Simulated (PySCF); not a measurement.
C₄H₁₀Be, charge +1, multiplicity 2. Atoms are numbered in the order given.

```xyz
15

Be     0.0000     0.0000     0.2171
C      0.6259    -1.6444     0.2142
C     -0.3450    -2.6868    -0.2452
H      0.9319    -1.7169     1.2762
H      1.5079    -1.4976    -0.4389
H     -0.6574    -2.5673    -1.2929
H     -1.2294    -2.7820     0.4018
H      0.1732    -3.6713    -0.1948
C     -0.6259     1.6444     0.2142
C      0.3450     2.6868    -0.2452
H     -0.9319     1.7169     1.2762
H     -1.5079     1.4976    -0.4389
H      0.6574     2.5673    -1.2929
H      1.2294     2.7820     0.4018
H     -0.1732     3.6713    -0.1948
```
Charge +1, spin multiplicity 2.

Geometry: PBE0-D3(BJ)/def2-SVP. The multiplicity is an assumed one; no other spin state was optimised. The isomer is the one that the SMILES or the coordinates give; other isomers of the formula were not compared. The values are those of a single conformer.

These are PySCF with B3LYP/def2-TZVP values and carry that method's errors.

Gas-phase values at a fixed geometry.

Computed frontier levels, dipole moment and polarisability:
```yaml
"α spin, highest occupied and lowest empty level": -13.02 and -5.58 eV
"β spin, highest occupied and lowest empty level": -12.39 and -10.66 eV
dipole_moment_about_the_centre_of_nuclear_charge: 0.106 e·Å
mean_static_polarisability: 115.2 bohr³ (17.07 Å³)
polarisability_principal_values: 52.4, 56.8, 236.3 bohr³
"⟨S²⟩": 0.758 (pure state 0.75)
```
